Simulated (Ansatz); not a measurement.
Reaction (ligand exchange at a Ge–C bond): `C=C[CH2][GeH3]` + `O[SiH](F)S` → `O[SiH](F)[S][GeH3]` + `C=CC`

Isolated molecules relaxed with PBE0-D4/def2-TZVP in Ansatz; ΔE leaves out vibrations. CCSD(T)/CBS adds triple-zeta CCSD(T) − MP2 to the extrapolated MP2 energy (def2 sets, frozen cores). Functionals use def2-TZVPP. B3LYP here is the variant with VWN-RPA as its local correlation; programs differ in this. HSE06 is defined as in plane-wave codes. For Ge outer-core shells are correlated without core-valence functions, which leaves a few kJ/mol of doubt a bond. Scalar relativity is left out up to krypton. One conformer a species, not always the lowest.

```
             level  ΔE (kcal/mol)  difference from CCSD(T)/CBS
       LDA (SPW92)          -14.1                          0.9
            PBE-D4          -15.5                         -0.5
         revPBE-D4          -15.5                         -0.5
            B97M-V          -16.7                         -1.7
           PBE0-D4          -16.1                         -1.1
          B3LYP-D4          -16.1                         -1.1
        r2SCANh-D4          -16.1                         -1.1
        r2SCAN0-D4          -16.4                         -1.4
          BHLYP-D4          -17.2                         -2.2
      CAM-B3LYP-D4          -15.5                         -0.5
           ωB97X-V          -15.8                         -0.8
           ωB97M-V          -15.9                         -0.9
            B2PLYP          -15.4                         -0.4
          PBE-QIDH          -15.9                         -0.9
               PBE          -15.0                          0.0
            revPBE          -15.0                          0.0
              BLYP          -14.7                          0.3
            r2SCAN          -15.9                         -0.9
              PBE0          -15.7                         -0.7
             B3LYP          -15.3                         -0.3
           r2SCANh          -16.1                         -1.1
           r2SCAN0          -16.3                         -1.3
             HSE06          -15.7                         -0.7
             BHLYP          -16.2                         -1.2
         CAM-B3LYP          -15.1                         -0.1
           LC-ωPBE          -15.3                         -0.3
RPA@PBE/def2-TZVPP          -14.1                          0.9
       HF/def2-SVP          -18.2                         -3.2
      MP2/def2-SVP          -16.3                         -1.3
     CCSD/def2-SVP          -16.2                         -1.2
  CCSD(T)/def2-SVP          -16.1                         -1.1
    MP2/def2-TZVPP          -15.1                         -0.1
   CCSD/def2-TZVPP          -14.8                          0.2
CCSD(T)/def2-TZVPP          -14.8                          0.2
     HF/def2-QZVPP          -17.2                         -2.2
    MP2/def2-QZVPP          -15.3                         -0.3
SCS-MP2/def2-QZVPP          -15.4                         -0.4
      HF/CBS(def2)          -17.2                         -2.2
     MP2/CBS(def2)          -15.4                         -0.4
    CCSD/CBS(def2)          -15.0                          0.0
       CCSD(T)/CBS          -15.0                            0
```

Question: What do rigid-rotor, harmonic-oscillator terms from PBE0-D4/def2-TZVP frequencies (298.15 K, 1 bar) make of the CCSD(T)/CBS value? (Estimate.)

Answer: The calculation gave: ΔZPE = +1.7 kcal/mol, ΔH = -13.2 kcal/mol, ΔS = 0 J/(mol·K), ΔG = -13.2 kcal/mol. Modes under 50 cm⁻¹ make the entropy rough.

Largest T1 diagnostic among the species: 0.012.

The D4 term adds −0.8 kcal/mol with B3LYP and −0.4 kcal/mol with PBE0; it sums over pairs of atoms, weighted by their polarisabilities, and B3LYP, whose exchange is more repulsive, gets the larger term. At CCSD(T), def2-SVP lies −1.1 kcal/mol from the extrapolated value and def2-TZVPP +0.2 kcal/mol.
